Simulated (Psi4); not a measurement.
Psi4 input (wB97X-D/6-31G*):

```
memory 1500 MB

molecule {
0 1
O     1.55919700   -0.41113000   -0.18678700
Si    0.00965700    0.00056800   -0.01004300
O    -0.89552200   -1.32600000    0.20733200
F    -0.21079300    0.99841500    1.20561500
F    -0.40715400    0.80802000   -1.30289700
H     1.92006700   -1.12628600    0.34196100
H    -1.80313800   -1.24254500    0.50982700
symmetry c1
no_reorient
no_com
}

set {
  basis 6-31G*
  reference rks
  scf_type pk
  dft_radial_points 99
  dft_spherical_points 590
  e_convergence 1e-8
  d_convergence 1e-7
  maxiter 150
}

e = energy('wb97x-d')
print_out(f'\nFINAL {e:.10f} DIPOLE {variable("CURRENT DIPOLE")[0]:.6f} {variable("CURRENT DIPOLE")[1]:.6f} {variable("CURRENT DIPOLE")[2]:.6f}\n')
```

Output:

```
   => Loading Basis Set <=

    Name: 6-31G*
    Role: ORBITAL
    Keyword: BASIS
    atoms 1, 3 entry O          line   145 file 6-31gs.gbs
    atoms 2    entry SI         line   268 file 6-31gs.gbs
    atoms 4-5  entry F          line   162 file 6-31gs.gbs
    atoms 6-7  entry H          line    44 file 6-31gs.gbs

   => WB97X-D: Empirical Dispersion <=

    Chai and Head-Gordon Dispersion Correction
    Chai, J.-D.; Head-Gordon, M. (2010), J. Chem. Phys., 132: 6615-6620

        s6 =       1.000000

         ---------------------------------------------------------
                                   SCF
               by Justin Turney, Rob Parrish, Andy Simmonett
                          and Daniel G. A. Smith
                              RKS Reference
         ---------------------------------------------------------

  ==> Geometry <==

    Molecular point group: c1
    Full point group: C1

    Geometry (in Angstrom), charge = 0, multiplicity = 1:

       Center              X                  Y                   Z               Mass
    ------------   -----------------  -----------------  -----------------  -----------------
         O            1.559197000000    -0.411130000000    -0.186787000000    15.994914619570
         SI           0.009657000000     0.000568000000    -0.010043000000    27.976926534650
         O           -0.895522000000    -1.326000000000     0.207332000000    15.994914619570
         F           -0.210793000000     0.998415000000     1.205615000000    18.998403162730
         F           -0.407154000000     0.808020000000    -1.302897000000    18.998403162730
         H            1.920067000000    -1.126286000000     0.341961000000     1.007825032230
         H           -1.803138000000    -1.242545000000     0.509827000000     1.007825032230

  Running in c1 symmetry.

  Rotational constants: A =      0.13649  B =      0.13543  C =      0.12926 [cm^-1]
  Rotational constants: A =   4091.87525  B =   4060.14229  C =   3875.17757 [MHz]
  Nuclear repulsion =  269.670672818784794

  Charge       = 0
  Multiplicity = 1
  Electrons    = 50
  Nalpha       = 25
  Nbeta        = 25

  ==> Algorithm <==

  SCF Algorithm Type is PK.
  DIIS enabled.
  MOM disabled.
  Fractional occupation disabled.
  Guess Type is SAD.
  Energy threshold   = 1.00e-08
  Density threshold  = 1.00e-07
  Integral threshold = 1.00e-12

  ==> Primary Basis <==

  Basis Set: 6-31G*
    Blend: 6-31G*
    Number of shells: 36
    Number of basis functions: 83
    Number of Cartesian functions: 83
    Spherical Harmonics?: false
    Max angular momentum: 2

  ==> DFT Potential <==

   => LibXC <=

    Version 7.1.2
    S. Lehtola, C. Steigemann, M. J. T. Oliveira, and M. A. L. Marques,  SoftwareX 7, 1–5 (2018) (10.1016/j.softx.2017.11.002)

   => Composite Functional: WB97X-D <=

    wB97X-D Hyb-GGA Exchange-Correlation Functional

    J.-D. Chai and M. Head-Gordon,  Phys. Chem. Chem. Phys. 10, 6615–6620 (2008) (10.1039/B810189B)

    Deriv               =              1
    GGA                 =           TRUE
    Meta                =          FALSE

    Exchange Hybrid     =           TRUE
    MP2 Hybrid          =          FALSE

   => Exchange-Correlation Functionals <=

    1.0000   wB97X-D range-separated functional

   => Exact (HF) Exchange <=

    0.7780            HF,LR [omega = 0.2000]
    0.2220               HF

   => LibXC Density Thresholds  <==

    XC_HYB_GGA_XC_WB97X_D:  1.00E-14

   => Molecular Quadrature <=

    Radial Scheme          =       TREUTLER
    Pruning Scheme         =           NONE
    Nuclear Scheme         =       TREUTLER

    Blocking Scheme        =         OCTREE
    BS radius alpha        =              1
    Pruning alpha          =              1
    Radial Points          =             99
    Spherical Points       =            590
    Total Points           =         391065
    Total Blocks           =           2825
    Max Points             =            256
    Max Functions          =             81
    Weights Tolerance      =       1.00E-15

  ==> Integral Setup <==

  Using in-core PK algorithm.
   Calculation information:
      Number of atoms:                   7
      Number of AO shells:              36
      Number of primitives:             95
      Number of atomic orbitals:        83
      Number of basis functions:        83

      Integral cutoff                 1.00e-12
      Number of threads:                 1

  Performing in-core PK
  Using 18233523 doubles for integral storage.
  We computed 201635 shell quartets total.
  Whereas there are 222111 unique shell quartets.

  Computing range-separated integrals for PK
  We computed 201635 wK shell quartets total.
  Whereas there are 222111 wK unique shell quartets.

  ==> DiskJK: Disk-Based J/K Matrices <==

    J tasked:                  Yes
    K tasked:                  Yes
    wK tasked:                 Yes
    Omega:               2.000E-01
    Schwarz Cutoff:          1E-12


  Cached 50.0% of DFT collocation blocks in 0.368 [GiB].

  Minimum eigenvalue in the overlap matrix is 5.7351219995E-03.
  Reciprocal condition number of the overlap matrix is 9.6168903192E-04.
    Using symmetric orthogonalization.

  ==> Pre-Iterations <==

  SCF Guess: Superposition of Atomic Densities via on-the-fly atomic UHF (no occupation information).

   -------------------------
    Irrep   Nso     Nmo
   -------------------------
     A         83      83
   -------------------------
    Total      83      83
   -------------------------

  ==> Iterations <==

                        Total Energy        Delta E     RMS |[F,P]|

   @RKS iter SAD:  -640.06638509924630   -6.40066e+02   0.00000e+00
   @RKS iter   1:  -640.65572014140389   -5.89335e-01   1.04660e-02 DIIS/ADIIS
   @RKS iter   2:  -640.65337529850149    2.34484e-03   1.08262e-02 DIIS/ADIIS
   @RKS iter   3:  -640.91902356821674   -2.65648e-01   3.89134e-04 DIIS/ADIIS
   @RKS iter   4:  -640.91936742641769   -3.43858e-04   2.31317e-04 DIIS/ADIIS
   @RKS iter   5:  -640.91948090510004   -1.13479e-04   6.52156e-05 DIIS
   @RKS iter   6:  -640.91949136757250   -1.04625e-05   9.47203e-06 DIIS
   @RKS iter   7:  -640.91949169038662   -3.22814e-07   1.40039e-06 DIIS
   @RKS iter   8:  -640.91949170457701   -1.41904e-08   8.41815e-07 DIIS
   @RKS iter   9:  -640.91949170662008   -2.04307e-09   2.59449e-07 DIIS
   @RKS iter  10:  -640.91949170690748   -2.87400e-10   2.97877e-08 DIIS
  Energy and wave function converged.

  ==> Post-Iterations <==

   Electrons on quadrature grid:
      Ntotal   =   49.9999984549 ; deviation = -1.545e-06

    Orbital Energies [Eh]
    ---------------------

    Doubly Occupied:

       1A    -66.388104     2A    -24.825044     3A    -24.823443
       4A    -19.300768     5A    -19.296430     6A     -5.489382
       7A     -3.835580     8A     -3.835163     9A     -3.834338
      10A     -1.305533    11A     -1.283907    12A     -1.140544
      13A     -1.121725    14A     -0.696808    15A     -0.641949
      16A     -0.610190    17A     -0.583297    18A     -0.542726
      19A     -0.533339    20A     -0.517808    21A     -0.505681
      22A     -0.473776    23A     -0.467972    24A     -0.441163
      25A     -0.433206

    Virtual:

      26A      0.105609    27A      0.156822    28A      0.193249
      29A      0.204427    30A      0.250747    31A      0.253265
      32A      0.373325    33A      0.391991    34A      0.415726
      35A      0.419957    36A      0.647760    37A      0.693738
      38A      0.891458    39A      0.900215    40A      0.976176
      41A      1.006326    42A      1.010778    43A      1.014652
      44A      1.081481    45A      1.094806    46A      1.118446
      47A      1.211859    48A      1.231401    49A      1.289040
      50A      1.305867    51A      1.320429    52A      1.339491
      53A      1.393379    54A      1.459212    55A      1.488474
      56A      1.521408    57A      1.655635    58A      1.791512
      59A      1.793694    60A      1.809139    61A      1.826199
      62A      1.842031    63A      1.855157    64A      1.895773
      65A      1.911639    66A      1.917732    67A      1.931796
      68A      2.076741    69A      2.138964    70A      2.217926
      71A      2.277351    72A      2.318249    73A      2.515977
      74A      2.595012    75A      2.626314    76A      2.808445
      77A      2.992743    78A      3.062177    79A      3.116177
      80A      3.734063    81A      3.766672    82A      4.235214
      83A      4.459222

    Final Occupation by Irrep:
              A
    DOCC [    25 ]
    NA   [    25 ]
    NB   [    25 ]

  @RKS Final Energy:  -640.91949170690748

   => Energetics <=

    Nuclear Repulsion Energy =            269.6706728187847943
    One-Electron Energy =               -1426.0251048816421644
    Two-Electron Energy =                 558.2259570797879178
    DFT Exchange-Correlation Energy =     -42.7894869743786472
    Empirical Dispersion Energy =          -0.0015297494594633
    VV10 Nonlocal Energy =                  0.0000000000000000
    Total Energy =                       -640.9194917069074791

Computation Completed

Properties will be evaluated at   0.000000,   0.000000,   0.000000 [a0]

Properties computed using the SCF density matrix

 Multipole Moments:

 ------------------------------------------------------------------------------------
     Multipole            Electronic (a.u.)      Nuclear  (a.u.)        Total (a.u.)
 ------------------------------------------------------------------------------------

 L = 1.  Multiply by 2.5417464519 to convert [e a0] to [Debye]
 Dipole X            :         -0.3029737            0.0000076           -0.3029661
 Dipole Y            :         -0.7411017           -0.0000076           -0.7411092
 Dipole Z            :          0.6222256            0.0000151            0.6222407
 Magnitude           :                                                    1.0140093

 ------------------------------------------------------------------------------------

FINAL -640.9194917069 DIPOLE -0.302966 -0.741109 0.622241

*** Psi4 exiting successfully. Buy a developer a beer!
```

The geometry given is a B3LYP-D3(BJ)/def2-TZVP minimum.
